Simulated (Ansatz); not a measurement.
Coupled-cluster run, C$_{2}$H$_{5}$GeSi, SMILES `[SiH2]C#[C][GeH3]` radical.

```yaml
crystal:
  periodic: [false, false, false]
  atoms:
    - {symbol: Si, position_ang: [0.082094, 2.336532, -1.455874]}
    - {symbol: C, position_ang: [0.032422, 0.807034, -0.505519]}
    - {symbol: C, position_ang: [0.108456, -0.236482, 0.118533]}
    - {symbol: Ge, position_ang: [0.202093, -1.863527, 1.097113]}
    - {symbol: H, position_ang: [-0.734530, 2.241754, -2.691146]}
    - {symbol: H, position_ang: [-0.281929, 3.510563, -0.624708]}
    - {symbol: H, position_ang: [1.629303, -2.414551, 0.994559]}
    - {symbol: H, position_ang: [-0.796592, -2.855513, 0.490478]}
    - {symbol: H, position_ang: [-0.152817, -1.572109, 2.559464]}
basis:
  gaussian: {orbitals: def2-TZVPP}
magnetization: {spin_polarized: true, initial_magnetization: 1}
correlation: {method: ccsd_t}
scf: {omitted_lower_state_checks: [cluster_reference]}
output: {orbitals: {seedname: orbitals}}
```

```sh
$ ansatz run in.yaml --threads 4 --pin off --events-out ev --progress --plain
```

The program prints (abridged):

```
Functional definition: HF
1332 factors; integrals over basis functions are off by at most 6.9e-4 eV
mean field evaluation 1: about -66470.6906 eV, gradient 2.3e1 eV
mean field evaluation 2: about -66470.7002 eV, gradient 2.3e1 eV
mean field evaluation 4: about -66474.4203 eV, gradient 3.1e0 eV
mean field evaluation 8: about -66474.5721 eV, gradient 3.1e-1 eV
mean field evaluation 16: about -66474.5928 eV, gradient 1.9e-3 eV
mean field -66474.59279698 eV, -2442.8962271918 hartree, gradient 7.1e-6 eV, S^2 0.870662; 2 other end points of the search recorded, 0 dependent functions left out
16 core orbitals not correlated: weight in the atoms' cores, before any rotation towards them, 1.000 or more for the frozen orbitals, at most 0.000 for the correlated occupied ones
reference -66474.59279698 eV, -2442.8962271918 hartree; 16, 15 occupied and 190, 191 virtual orbitals, 1332 factors
second order -17.71129303 eV of doubles, -0.00000000 eV of singles
cycle   1  -17.94379628 eV  change   -2.3e-1 eV  update   1.3e-1
cycle   2  -18.67774418 eV  change   -7.3e-1 eV  update   4.5e-2
cycle   3  -18.84045539 eV  change   -1.6e-1 eV  update   2.9e-2
cycle   4  -18.84848362 eV  change   -8.0e-3 eV  update   1.4e-2
cycle   5  -18.85307561 eV  change   -4.6e-3 eV  update   5.6e-3
cycle   6  -18.85409109 eV  change   -1.0e-3 eV  update   2.3e-3
cycle   7  -18.85503008 eV  change   -9.4e-4 eV  update   8.1e-4
cycle   8  -18.85525916 eV  change   -2.3e-4 eV  update   3.7e-4
cycle   9  -18.85517734 eV  change    8.2e-5 eV  update   1.7e-4
cycle  10  -18.85512223 eV  change    5.5e-5 eV  update   7.9e-5
cycle  11  -18.85517535 eV  change   -5.3e-5 eV  update   3.6e-5
cycle  12  -18.85517331 eV  change    2.0e-6 eV  update   1.6e-5
perturbative correction -0.86113950 eV, -0.0316462929 hartree
Total energy: -66494.30910979 eV, -2443.6207883233 hartree
Checks for a lower state left out: cluster_reference
```

It took 7.5 min on 4 threads of a server CPU on a shared host, with 9.1 GiB of host memory at the peak.

MP2 recovers 89.8 % of the CCSD(T) correlation energy and the triples give 4.4 %; T1 = 0.0244.
